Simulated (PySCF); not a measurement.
Geometry:
```
atom   x (Å)   y (Å)   z (Å)
  F1   1.185   1.268  -1.093
 Si2   1.015   0.149   0.034
  C3  -0.882  -0.282   0.013
  F4  -1.277  -0.849  -1.147
  F5  -1.200  -1.183   0.971
 Cl6  -1.879   1.179   0.286
  H7   1.302   0.753   1.318
  H8   1.745  -1.025  -0.407
```

- PBE0/pcSseg-1 with gauge-including orbitals
- geometry from GFN2-xTB
- run in PySCF
- no solvent model, one conformer, one averaged value for each set of equivalent atoms, non-relativistic Hamiltonian

Chemical shifts δ = σref − σ; 13C (186.93 ppm), 1H (31.72 ppm), 29Si (349.16 ppm) against TMS; 19F (170.95 ppm) vs CFCl3; HCl for 35Cl (949.78 ppm), all at this level.

```csv
atoms,nucleus,count,Hirshfeld charge,δ (ppm)
C3,13C,1,0.12,?
Cl6,35Cl,1,-0.06,353
Si2,29Si,1,0.43,-13.3
H7/H8,1H,2,-0.06,4.98
F1,19F,1,-0.19,?
F4/F5,19F,2,-0.09,-73.1
```

Task: Fill in the missing shifts.

Result: 
- C3: 142.8 ppm, fully substituted sp3 carbon bonded to Cl and 2 F and Si; 3 electronegative neighbours deshield it
- F1: -224.2 ppm, fluorine bonded to Si

Carbons that carry Cl, above all several Cl atoms, come out too deshielded, partly because spin–orbit coupling is missing. Shifts are as computed. Against solution values, carbons near 30 ppm lie about +3 ppm off and those near 130 ppm about +5 ppm; carbons on Cl a further +6 ppm. Of 1309 compounds with measured shifts, 239 miss one by over three times the rms of a fit or turn the order of signals round; such compounds aren't used in these exercises. Unscaled 19F shifts against computed CFCl3 carry errors that often reach 10 to 50 ppm.
